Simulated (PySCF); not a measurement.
C4H13GaO2, singlet (GFN2-xTB optimised geometry):

```
20

Ga    -0.082    -0.048     0.000
C     -1.369     1.528     0.000
H     -1.134     2.256    -0.779
H     -1.347     2.054     0.956
H     -2.390     1.174    -0.155
C      1.966    -0.048     0.000
H      2.390     0.817    -0.510
H      2.352    -0.951    -0.479
H      2.343    -0.036     1.025
O     -0.887    -1.463     0.664
H     -0.567    -2.256     1.083
C      0.449    -0.316    -3.306
O     -0.371    -0.599    -2.196
C     -1.643    -1.097    -2.551
H     -0.018     0.433    -3.956
H      1.386     0.075    -2.915
H      0.642    -1.225    -3.887
H     -1.549    -2.036    -3.108
H     -2.193    -0.369    -3.157
H     -2.169    -1.274    -1.614
```

Calculation: CAM-B3LYP/def2-SVP run with PySCF.

**Question.** What are the frontier orbital energies and the dipole moment?

**Answer.** HOMO-2 -9.29 eV, HOMO-1 -9.03 eV, HOMO -8.00 eV, LUMO 2.02 eV, LUMO+1 2.57 eV; dipole moment 3.62 D.

On the same geometry PySCF with PBE/def2-SVP gives HOMO-2 -6.25 eV, HOMO-1 -5.93 eV, HOMO -5.36 eV, LUMO 0.26 eV, LUMO+1 0.75 eV; dipole moment 3.42 D.

Meta-Löwdin charges at CAM-B3LYP/def2-SVP: Ga1 0.68, C2 -0.52, H3 0.09, H4 0.10, H5 0.10, C6 -0.53, H7 0.09, H8 0.09, H9 0.10, O10 -0.70, H11 0.31, C12 -0.07, O13 -0.32, C14 -0.07, H15 0.09, H16 0.12, H17 0.10, H18 0.09, H19 0.09, H20 0.13.
